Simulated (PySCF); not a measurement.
CH₅Ge₂N.

```xyz
9

C     -1.5804    -0.4897     0.0000
N     -1.5456     0.7875     0.0000
Ge     0.3339     1.2111     0.0000
Ge     0.2902    -1.2563     0.0000
H     -2.5477    -1.0297     0.0000
H      0.7257     2.0149    -1.2602
H      0.7257     2.0149     1.2602
H      0.7136    -2.0642    -1.2525
H      0.7136    -2.0642     1.2525
```

Geometry optimised at B3LYP-D3(BJ)/def2-SVP. The structure was generated by enumeration, and PubChem lists no compound with its InChIKey, so it may never have been made.

Level of theory: PBE/pcSseg-1 run with PySCF. Non-relativistic, no solvent.

Computed absolute GIAO shielding of each atom: isotropic value and principal components (ppm):
| atom | σ(iso) | σ11 | σ22 | σ33 | span |
|---|---|---|---|---|---|
| C1 | -25.8 | -110.9 | -41.6 | 75.0 | 185.9 |
| N2 | -288.7 | -740.2 | -200.4 | 74.5 | 814.6 |
| Ge3 | 1310.9 | 1099.9 | 1289.5 | 1543.3 | 443.3 |
| Ge4 | 1336.7 | 953.3 | 1387.2 | 1669.7 | 716.3 |
| H5 | 21.3 | 17.8 | 21.2 | 24.9 | 7.0 |
| H6 | 25.1 | 20.5 | 20.9 | 34.0 | 13.5 |
| H7 | 25.1 | 20.5 | 20.9 | 34.0 | 13.5 |
| H8 | 24.8 | 19.3 | 21.3 | 33.9 | 14.6 |
| H9 | 24.8 | 19.3 | 21.3 | 33.9 | 14.6 |
